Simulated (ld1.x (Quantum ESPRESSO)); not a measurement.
## An all-electron radial function and its pseudo partner (N (Z = 7))

Columns: radius, all-electron u(r) and pseudo u(r) of the 2s shell (level -18.65 eV) of nitrogen in the configuration [He] 2s1.5 2p3.5; LDA (PZ), scalar-relativistic, ultrasoft scheme, ld1.x (Quantum ESPRESSO) 7.5.

```json
{"r (bohr)": "0.070", "all-electron": "0.3406", "pseudo": "-0.1017"}
{"r (bohr)": "0.140", "all-electron": "0.3811", "pseudo": "-0.2019"}
{"r (bohr)": "0.210", "all-electron": "0.2751", "pseudo": "-0.2991"}
{"r (bohr)": "0.280", "all-electron": "0.1063", "pseudo": "-0.3918"}
{"r (bohr)": "0.350", "all-electron": "-0.0796", "pseudo": "-0.4788"}
{"r (bohr)": "0.420", "all-electron": "-0.2583", "pseudo": "-0.5590"}
{"r (bohr)": "0.490", "all-electron": "-0.4175", "pseudo": "-0.6316"}
{"r (bohr)": "0.560", "all-electron": "-0.5523", "pseudo": "-0.6958"}
{"r (bohr)": "0.630", "all-electron": "-0.6616", "pseudo": "-0.7513"}
{"r (bohr)": "0.700", "all-electron": "-0.7463", "pseudo": "-0.7976"}
{"r (bohr)": "0.770", "all-electron": "-0.8087", "pseudo": "-0.8346"}
{"r (bohr)": "0.840", "all-electron": "-0.8515", "pseudo": "-0.8623"}
{"r (bohr)": "0.910", "all-electron": "-0.8774", "pseudo": "-0.8806"}
{"r (bohr)": "0.980", "all-electron": "-0.8892", "pseudo": "-0.8896"}
{"r (bohr)": "1.050", "all-electron": "-0.8894", "pseudo": "-0.8894"}
{"r (bohr)": "1.120", "all-electron": "-0.8802", "pseudo": "-0.8802"}
{"r (bohr)": "1.190", "all-electron": "-0.8637", "pseudo": "-0.8637"}
{"r (bohr)": "1.260", "all-electron": "-0.8414", "pseudo": "-0.8414"}
{"r (bohr)": "1.330", "all-electron": "-0.8148", "pseudo": "-0.8148"}
{"r (bohr)": "1.400", "all-electron": "-0.7850", "pseudo": "-0.7850"}
{"r (bohr)": "1.470", "all-electron": "-0.7530", "pseudo": "-0.7530"}
{"r (bohr)": "1.540", "all-electron": "-0.7197", "pseudo": "-0.7197"}
{"r (bohr)": "1.610", "all-electron": "-0.6856", "pseudo": "-0.6856"}
{"r (bohr)": "1.680", "all-electron": "-0.6513", "pseudo": "-0.6513"}
{"r (bohr)": "1.750", "all-electron": "-0.6172", "pseudo": "-0.6172"}
{"r (bohr)": "1.820", "all-electron": "-0.5836", "pseudo": "-0.5836"}
```

How many radial nodes do the two functions have?

The all-electron 2s function has n − l − 1 = 1; the pseudo-wave has 0, since the states of the same l below it are removed with the core.

At about which radius was the pseudo-wave matched?

1.05 bohr, where the columns begin to agree (steps of 0.07 bohr).

Where does each function peak?

Outermost all-electron maximum near 1.05 bohr, pseudo maximum near 0.98 bohr (to the table’s step).

Is the pseudo-wave norm-conserving?

No, it belongs to an ultrasoft set: the norm inside the radius is not constrained, and the difference is carried by the augmentation charge.
